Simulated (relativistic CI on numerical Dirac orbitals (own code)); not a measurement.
## Transition arrays of Ga3+

Calculated at this level of theory: Dirac-Coulomb-Breit CI, orbitals from a KLI potential per configuration, a model potential for QED, valence Slater integrals scaled by 0.9, whole transition arrays (own radial code, finite nucleus).

Configuration list (outside the closed core [Ar]): 3d¹⁰, 3d⁹4f, 3d⁹4p, 3d⁹5f. Levels of other configurations are missing.

All E1 lines from the levels of 3d¹⁰; mean and standard deviation are weighted by gf, and upper levels are sorted by their leading configuration.

```csv
Upper configuration,Lines,Σgf,Mean (eV),Mean (nm),σ (eV),Strongest line (nm)
3d⁹4f,3,0.4,47.34,26.190,0.21,26.081
3d⁹4p,3,0.6,27.84,44.530,0.12,44.507
3d⁹5f,3,0.3,52.27,23.720,0.21,23.629
```

Σgf per state of the lower configuration in bins of 0.5 nm over the central range (centre: value): 23.75: 0.27, 26.25: 0.36, 44.75: 0.61.

How do configuration mixing and the scaling of the Slater integrals move the arrays?

Slater scale 0.9, no configuration mixing: 3d⁹4f 47.3 ± 0.2 eV (Σgf 0.4), 3d⁹4p 27.8 ± 0.1 eV (Σgf 0.6), 3d⁹5f 52.3 ± 0.2 eV (Σgf 0.2); Slater scale 1: 3d⁹4f 47.3 ± 0.2 eV (Σgf 0.4), 3d⁹4p 27.9 ± 0.1 eV (Σgf 0.6), 3d⁹5f 52.3 ± 0.2 eV (Σgf 0.3); Slater scale 0.8: 3d⁹4f 47.3 ± 0.2 eV (Σgf 0.4), 3d⁹4p 27.8 ± 0.1 eV (Σgf 0.6), 3d⁹5f 52.3 ± 0.2 eV (Σgf 0.3). With mixing, levels are counted to their leading configuration, so an array can shrink or vanish into another, and the sums then hold other lines.
